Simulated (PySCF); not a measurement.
BH5O2Si, SMILES OBO[SiH3].

Geometry optimised at B3LYP-D3(BJ)/def2-SVP. The values are those of a single conformer.

Calculation: B3LYP-D3(BJ)/def2-SVP in PySCF.

Frequencies are harmonic and unscaled.

```json
[
 {"mode": "1", "ν (cm⁻¹)": "61", "IR (km/mol)": "1.7", "moving atoms (share of kinetic energy)": "H 71 %, O 21 %, B 8 %"},
 {"mode": "2", "ν (cm⁻¹)": "107", "IR (km/mol)": "2.5", "moving atoms (share of kinetic energy)": "O 58 %, H 23 %, B 12 %"},
 {"mode": "3", "ν (cm⁻¹)": "152", "IR (km/mol)": "2.2", "moving atoms (share of kinetic energy)": "O 60 %, H 19 %, Si 11 %, B 10 %"},
 {"mode": "4", "ν (cm⁻¹)": "427", "IR (km/mol)": "6.2", "moving atoms (share of kinetic energy)": "O 42 %, Si 25 %, H 19 %, B 14 %"},
 {"mode": "5", "ν (cm⁻¹)": "647", "IR (km/mol)": "125.8", "moving atoms (share of kinetic energy)": "H 80 %, O 13 %"},
 {"mode": "6", "ν (cm⁻¹)": "716", "IR (km/mol)": "33.9", "moving atoms (share of kinetic energy)": "H 80 %, Si 11 %"},
 {"mode": "7", "ν (cm⁻¹)": "737", "IR (km/mol)": "62.7", "moving atoms (share of kinetic energy)": "H 85 %, Si 9 %"},
 {"mode": "8", "ν (cm⁻¹)": "793", "IR (km/mol)": "153.5", "moving atoms (share of kinetic energy)": "O 41 %, H 26 %, Si 19 %, B 14 %"},
 {"mode": "9", "ν (cm⁻¹)": "927", "IR (km/mol)": "10.3", "moving atoms (share of kinetic energy)": "H 63 %, B 33 %"},
 {"mode": "10", "ν (cm⁻¹)": "953", "IR (km/mol)": "101.4", "moving atoms (share of kinetic energy)": "H 94 %"},
 {"mode": "11", "ν (cm⁻¹)": "961", "IR (km/mol)": "83.7", "moving atoms (share of kinetic energy)": "H 96 %"},
 {"mode": "12", "ν (cm⁻¹)": "986", "IR (km/mol)": "430.8", "moving atoms (share of kinetic energy)": "H 90 %, Si 9 %"},
 {"mode": "13", "ν (cm⁻¹)": "1051", "IR (km/mol)": "5.3", "moving atoms (share of kinetic energy)": "H 66 %, O 31 %"},
 {"mode": "14", "ν (cm⁻¹)": "1143", "IR (km/mol)": "5.2", "moving atoms (share of kinetic energy)": "H 75 %, O 23 %"},
 {"mode": "15", "ν (cm⁻¹)": "1242", "IR (km/mol)": "137.1", "moving atoms (share of kinetic energy)": "O 42 %, B 41 %, H 17 %"},
 {"mode": "16", "ν (cm⁻¹)": "1453", "IR (km/mol)": "759.3", "moving atoms (share of kinetic energy)": "B 68 %, O 26 %"},
 {"mode": "17", "ν (cm⁻¹)": "2233", "IR (km/mol)": "88.4", "moving atoms (share of kinetic energy)": "H 97 %"},
 {"mode": "18", "ν (cm⁻¹)": "2246", "IR (km/mol)": "142.0", "moving atoms (share of kinetic energy)": "H 96 %"},
 {"mode": "19", "ν (cm⁻¹)": "2248", "IR (km/mol)": "93.7", "moving atoms (share of kinetic energy)": "H 98 %"},
 {"mode": "20", "ν (cm⁻¹)": "2609", "IR (km/mol)": "140.6", "moving atoms (share of kinetic energy)": "H 91 %, B 9 %"},
 {"mode": "21", "ν (cm⁻¹)": "3814", "IR (km/mol)": "56.7", "moving atoms (share of kinetic energy)": "H 94 %"}
]
```
